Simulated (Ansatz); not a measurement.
Cost and result for the atomization energy of `[F][In]([SH])[O][SiH3]` (9 atoms, 8 bonds).

Z-matrix (Å, degrees):
```
Si
O 1 1.637
H 1 1.489 2 111.3
H 1 1.486 2 108.1 3 -119.6
H 1 1.489 2 111.3 3 120.8
In 2 1.954 1 136.1 3 -59.2
S 6 2.341 2 126.7 1 -179.8
F 6 1.944 2 112.8 1 0.1
H 7 1.345 6 91.6 2 -180.0
```

Charge 0, multiplicity 1. Correlated methods include outer-core shells of In, which these sets cover unevenly. In takes the def2 core potential. The structure was optimised at the PBE0-D4/def2-TZVP level. It is one conformer, not always the lowest. Program: Ansatz. All runs use 4 threads of an Arm Neoverse N1 on a shared host. Times are those of one run each, without the atoms' runs, and a repeat can differ threefold. Electronic energies, without spin–orbit coupling; frozen cores. CCSD(T)/CBS adds CCSD(T) − MP2 in def2-TZVPP to the MP2 limit, and its time is that of the two runs behind it. T1 = 0.015. With those shells the extrapolation isn't a true limit. HSE06 is the plane-wave form, built on full-range PBE exchange.

CCSD(T)/CBS is a level of theory with its own doubt, some kJ/mol a heavy atom from the limit and from the frozen cores, so smaller differences don't rank the functionals.

```
                           level  functions  wall time
            revPBE-D4/def2-TZVPP        252      3.6 s
              BLYP-D4/def2-TZVPP        252        4 s
 PBE-D4/def2-TZVPP (with forces)        252      4.4 s
             HSE06-D4/def2-TZVPP        252        7 s
         CAM-B3LYP-D4/def2-TZVPP        252      7.5 s
           r2SCANh-D4/def2-TZVPP        252       11 s
             PBE-QIDH/def2-TZVPP        252       11 s
                CCSD(T)/def2-SVP        110       13 s
              ωB97X-V/def2-TZVPP        252       15 s
ωB97M-V/def2-TZVPP (with forces)        252       22 s
                  MP2/def2-QZVPP        456       34 s
              CCSD(T)/def2-TZVPP        252    7.3 min
               CCSD(T)/CBS(def2)          –    7.8 min
```

(1) What atomization energy does each give, and how far from CCSD(T)/CBS? (Estimate.)

Answers

(1) Computed: 
```tsv
level	atomization (kJ/mol)	difference from CCSD(T)/CBS	per bond
revPBE-D4/def2-TZVPP	2713.1	-107.6	-13.4
BLYP-D4/def2-TZVPP	2753.5	-67.2	-8.4
PBE-D4/def2-TZVPP (with forces)	2793.6	-27.1	-3.4
HSE06-D4/def2-TZVPP	2736.3	-84.4	-10.6
CAM-B3LYP-D4/def2-TZVPP	2785.0	-35.7	-4.5
r2SCANh-D4/def2-TZVPP	2766.0	-54.7	-6.8
PBE-QIDH/def2-TZVPP	2742.8	-77.9	-9.7
CCSD(T)/def2-SVP	2561.5	-259.2	-32.4
ωB97X-V/def2-TZVPP	2817.7	-3.0	-0.4
ωB97M-V/def2-TZVPP (with forces)	2798.2	-22.5	-2.8
MP2/def2-QZVPP	2836.8	16.1	2.0
CCSD(T)/def2-TZVPP	2718.6	-102.1	-12.8
CCSD(T)/CBS(def2)	2820.7	0.0	0.0
```

The D4 term adds +32.3 kJ/mol with B3LYP and +17.2 kJ/mol with PBE0; it sums over pairs of atoms, weighted by their polarisabilities, and B3LYP, whose exchange is more repulsive, gets the larger term. From PBE to PBE0 (25 % exact exchange), in def2-TZVPP and without D4, the atomization energy moves by −56.0 kJ/mol: exact exchange takes away binding that semilocal exchange gives to molecules. Leaving LDA and LC-ωPBE aside and taking each functional with its dispersion term where it has one, the values, not all of them listed here, spread over 144.8 kJ/mol, from BHLYP-D4 to ωB97X-V. LDA lies +410.7 kJ/mol from PBE without D4, its usual overbinding.

B3LYP here is the variant with VWN-RPA as its local correlation; programs differ in this.

Spin–orbit coupling would lower the free In atoms strongly, and the atomization energy with them, by more than many differences here.
